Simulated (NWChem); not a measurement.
System: C3H6Cl, doublet; SMILES C[C](C)Cl

The following NWChem deck was run.

```
start job
memory heap 200 mb stack 900 mb global 1100 mb
geometry units angstroms noautoz
  C      0.018593     1.066942    -1.307119
  C     -0.153503     0.385867     0.000000
  C      0.018593     1.066942     1.307119
  Cl     0.099193    -1.329864     0.000000
  H      1.086310     1.151200    -1.594935
  H     -0.391810     2.087753    -1.264121
  H     -0.489669     0.518259    -2.114509
  H     -0.489669     0.518259     2.114509
  H      1.086310     1.151200     1.594935
  H     -0.391810     2.087753     1.264121
end
basis spherical
  * library def2-svp
end
dft
  odft
  mult 2
  xc pw6b95
  iterations 150
  mulliken
end
task dft energy
```

Output (shortened):

```
             Northwest Computational Chemistry Package (NWChem) 7.3.0
             --------------------------------------------------------

 CS  symmetry detected

                             Geometry "geometry" -> ""
                             -------------------------

 Output coordinates in angstroms (scale by  1.889725989 to convert to a.u.)

  No.       Tag          Charge          X              Y              Z
 ---- ---------------- ---------- -------------- -------------- --------------
    1 C                    6.0000     0.03004215    -1.06601583    -1.30711900
    2 C                    6.0000    -0.17097970    -0.39291079     0.00000000
    3 C                    6.0000     0.03004215    -1.06601583     1.30711900
    4 Cl                  17.0000     0.00822180     1.33204572     0.00000000
    5 H                    1.0000     1.10038320    -1.10460403    -1.59493500
    6 H                    1.0000    -0.33639651    -2.10342049    -1.26412100
    7 H                    1.0000    -0.50118576    -0.53953677    -2.11450900
    8 H                    1.0000    -0.50118576    -0.53953677     2.11450900
    9 H                    1.0000     1.10038320    -1.10460403     1.59493500
   10 H                    1.0000    -0.33639651    -2.10342049     1.26412100

 Effective nuclear repulsion energy (a.u.)     155.9770569782

      Symmetry information
      --------------------

 Group name             Cs
 Group number              2
 Group order               2
 No. of unique centers     6

                                 NWChem DFT Module
                                 -----------------

 Summary of "ao basis" -> "ao basis" (spherical)
 ------------------------------------------------------------------------------
       Tag                 Description            Shells   Functions and Types
 ---------------- ------------------------------  ------  ---------------------
 C                          def2-svp                 6       14   3s2p1d
 Cl                         def2-svp                 8       18   4s3p1d
 H                          def2-svp                 3        5   2s1p

      Symmetry analysis of basis
      --------------------------

        a'         52
        a"         38

            General Information
            -------------------
          SCF calculation type: DFT
          Wavefunction type:  spin polarized.
          No. of atoms     :    10
          No. of electrons :    41
           Alpha electrons :    21
            Beta electrons :    20
          Charge           :     0
          Spin multiplicity:     2
          Use of symmetry is: on ; symmetry adaption is: on
          Maximum number of iterations: 150
          AO basis - number of functions:    90
                     number of shells:    44
          Convergence on energy requested:  1.00D-06
          Convergence on density requested:  1.00D-05
          Convergence on gradient requested:  5.00D-04

              XC Information
              --------------
                       PW6B95 Method XC Functional
                     Hartree-Fock (Exact) Exchange  0.280
                    PW6B95 GGA Exchange Functional  0.720
                      PW6B95 Correlation Potential  1.000

             Grid Information
             ----------------
          Grid used for XC integration:  medium
          Radial quadrature: Mura-Knowles
          Angular quadrature: Lebedev.
          Tag              B.-S. Rad. Rad. Pts. Rad. Cut. Ang. Pts.
          ---              ---------- --------- --------- ---------
          C                   0.70       49          10.0       434
          Cl                  1.00       88          10.0       590
          H                   0.35       45          11.0       434
          Grid pruning is: on
          Number of quadrature shells:   321
          Spatial weights used:  Erf1

      Superposition of Atomic Density Guess
      -------------------------------------

 Sum of atomic energies:        -575.19362483

      Non-variational initial energy
      ------------------------------

 Total energy =    -577.378205
 1-e energy   =   -1098.719723
 2-e energy   =     365.364461
 HOMO         =      -0.093214
 LUMO         =       0.109505

   Symmetry analysis of molecular orbitals - initial alpha
   -------------------------------------------------------

  Numbering of irreducible representations:

     1 a'          2 a"

  Orbital symmetries:

     1 a'          2 a'          3 a"          4 a'          5 a'
     6 a'          7 a"          8 a'          9 a'         10 a"
    11 a'         12 a'         13 a'         14 a'         15 a"
    16 a"         17 a'         18 a"         19 a'         20 a"
    21 a'         22 a'         23 a'         24 a"         25 a'
    26 a'         27 a"         28 a"         29 a'         30 a"
    31 a'

   Symmetry analysis of molecular orbitals - initial beta
   ------------------------------------------------------

  Numbering of irreducible representations:

     1 a'          2 a"

  Orbital symmetries:

     1 a'          2 a'          3 a"          4 a'          5 a'
     6 a'          7 a"          8 a'          9 a'         10 a"
    11 a'         12 a'         13 a'         14 a'         15 a"
    16 a"         17 a'         18 a"         19 a'         20 a"
    21 a'         22 a'         23 a'         24 a"         25 a'
    26 a'         27 a"         28 a"         29 a'         30 a"
    31 a'

     ---------------------------------------------
      Total Density - Mulliken Population Analysis
     ---------------------------------------------

[...]
```

Level: PW6B95/def2-SVP, spin-unrestricted. In the optimisation the excess spin sits in a' (Cs, its own frame). The geometry was optimised at PBE0/def2-SVP, spin-unrestricted. No stability test was run on the SCF state.
